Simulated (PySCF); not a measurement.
C₃H₉OSi, SMILES [Si](C)(OC)C, multiplicity 2.

Geometry optimised at B3LYP-D3(BJ)/def2-SVP. The isomer is the one that the SMILES or the coordinates give; other isomers of the formula were not compared. One conformer was computed; it need not be the lowest.

Computed with PySCF with PBE/def2-TZVP.

The molecule is in vacuum.

The total energy is -484.13808 hartree and the α spin, highest occupied and lowest empty level comes out as -4.12 and 0.28 eV. The β spin, highest occupied and lowest empty level comes out as -6.53 and -2.48 eV, the dipole moment is 0.90 D and the quadrupole, principal values (traceless, Buckingham form, about the centre of nuclear charge) is -3.00, -1.80, 4.80 D·Å. The mean static polarisability comes out as 73.6 bohr³ (10.91 Å³), the polarisability, principal values is 61.6, 74.6, 84.6 bohr³ and the ⟨S²⟩ comes out as 0.752 (pure state 0.75).
